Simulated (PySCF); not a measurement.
Point-charge models of `C=NC/C=C\CC` against its computed dipole.

Coordinates (GFN2-xTB, Å) and charges (e) from the PBE0/pcSseg-1 density (PySCF):

```
atom       x       y       z  Mulliken      IAO  Hirshfeld  ESP-fitted
  C1   2.742   0.166   0.412   -0.0028  -0.1273    -0.0022     +0.1738
  N2   2.324   0.080  -0.761   -0.3938  -0.2458    -0.1402     -0.4683
  C3   1.137   0.786  -1.159   +0.0001  -0.1543    -0.0285     +0.1131
  C4   0.113  -0.231  -1.575   -0.1614  -0.1560    -0.0532     -0.2406
  C5  -1.065  -0.454  -1.014   -0.1728  -0.1468    -0.0429     -0.3744
  C6  -1.668   0.243   0.166   -0.2226  -0.2570    -0.0672     +0.3613
  C7  -1.648  -0.674   1.391   -0.2782  -0.4122    -0.1161     -0.1908
  H8   2.274   0.777   1.196   +0.0818  +0.0994    +0.0394     +0.0343
  H9   3.626  -0.390   0.688   +0.1195  +0.1524    +0.0514     +0.0552
 H10   1.406   1.389  -2.034   +0.1396  +0.1594    +0.0490     +0.0927
 H11   0.759   1.450  -0.367   +0.0990  +0.1039    +0.0322     +0.0660
 H12   0.433  -0.846  -2.405   +0.1040  +0.1509    +0.0421     +0.1689
 H13  -1.680  -1.249  -1.419   +0.1002  +0.1416    +0.0423     +0.1696
 H14  -2.703   0.505  -0.066   +0.1295  +0.1422    +0.0420     -0.0425
 H15  -1.132   1.163   0.397   +0.1158  +0.1306    +0.0364     -0.0549
 H16  -2.107  -0.180   2.244   +0.1138  +0.1397    +0.0404     +0.0174
 H17  -0.624  -0.936   1.648   +0.1175  +0.1405    +0.0354     +0.0742
 H18  -2.195  -1.593   1.188   +0.1109  +0.1388    +0.0398     +0.0448
```

Question: What dipole does each set of charges give (1 e·Å = 4.803 D), and what does the density give?

Answer: The full density gives (-0.78, 0.77, 1.28) D, 1.68 D in size; dipole vectors point from the negative to the positive end.

```
    scheme     μx    μy    μz  size (D)  share of the full size (%)  angle to the full dipole (°)
  Mulliken  -0.95  1.21  1.87      2.42                         144                             5
       IAO  -0.76  0.42  0.68      1.11                          66                            16
 Hirshfeld  -0.26  0.27  0.53      0.65                          39                             6
ESP-fitted  -0.75  0.81  1.28      1.69                         100                             1
```

Question: Which set comes closest?

Answer: Length of the difference vector: ESP-fitted 0.04 D, IAO 0.69 D, Mulliken 0.76 D, Hirshfeld 1.03 D. Closest: ESP-fitted. 

Question: What is left for the Hirshfeld atoms' own dipoles?

Answer: The shares of the density sum to the whole, so what Σ q r misses lies in dipoles about the nuclei. The atomic dipoles sum to (-0.78, 0.77, 1.28) − (-0.26, 0.27, 0.53) = (-0.52, 0.50, 0.75) D, 1.03 D in size.

Question: With the origin at the mean of the coordinates, (0.000, 0.000, -0.082) Å, which are the largest single terms, by size, of the ESP-fitted dipole along the direction of the full one?

Answer: N2 +3.49, H12 -1.91, C6 +1.86, C4 +1.49, C7 -1.44 D; all 18 atoms together +1.69 D. The single terms depend on the origin, their sum doesn't.

Question: Give the size of the full dipole in other units.

Answer: 1.68 D = 0.661 au = 0.350 e·Å = 5.60 × 10⁻³⁰ C·m.

Isolated species at its GFN2-xTB geometry (one conformer only).

The run behind these numbers computed NMR shieldings as well. Time: 38 s; peak memory 0.78 GiB. Hardware: Arm Neoverse N1, one thread, on a shared host.

Shape of the structure used: `[CH2:1]=[N:2][CH2:3]/[CH:4]=[CH:5]\[CH2:6][CH3:7]`: C1–N2–C3–C4 -118°, N2–C3–C4–C5 117°, C4–C5–C6–C7 -107°.
